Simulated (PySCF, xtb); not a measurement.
Si(H)2(Me)(OAc) (C₃H₈O₂Si), SMILES C[SiH2]OC(C)=O.

GFN2-xTB run with xtb at its own geometry gives an orbital gap of 4.78 eV and a dipole moment of 1.97 D.

Geometry optimised at PBE0-D3(BJ)/def2-SVP. Other conformers were not sampled.

Task: What does HF/def2-TZVP in PySCF give? (Estimate from the structure and the level; the computed values follow.)

Result: gap 15.62 eV (levels -12.25 and 3.37 eV), dipole 1.69 D.
